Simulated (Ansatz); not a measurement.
Molecule: 2,2-difluoropropanal, C$_{3}$H$_{4}$F$_{2}$O, charge 0, multiplicity 1. SMILES: CC(F)(F)C=O
Coordinates optimised at B3LYP-D3(BJ)/def2-TZVP (Ansatz, an electronic-structure program):
```
C
F 1 1.3754
F 1 1.3754 2 106.16
C 1 1.4977 2 110.86 3 120.47
H 4 1.0884 1 109.77 2 -179.11
H 4 1.0884 5 108.70 1 120.08
H 4 1.0890 5 109.80 6 120.14
C 1 1.5361 2 105.97 3 -112.39
O 8 1.1968 1 123.57 2 -123.74
H 8 1.1067 9 123.17 1 180.00
```

Parts of the frozen-core correlation energy in cc-pVDZ (Ansatz, hartree). Frozen orbitals: 6; correlated occupied orbitals by spin: 18 and 18; virtual: 80 and 80. No spin-orbit coupling. No relativistic terms.

```json
[
 {"term": "reference (HF)", "value": "-389.68807"},
 {"term": "MP2 opposite-spin", "value": "-0.70332"},
 {"term": "MP2 same-spin", "value": "-0.24941"},
 {"term": "CCSD correlation", "value": "-0.98821"},
 {"term": "(T)", "value": "-0.02646"},
 {"term": "T1 diagnostic", "value": "0.013"},
 {"term": "largest doubles amplitude", "value": "0.104"}
]
```
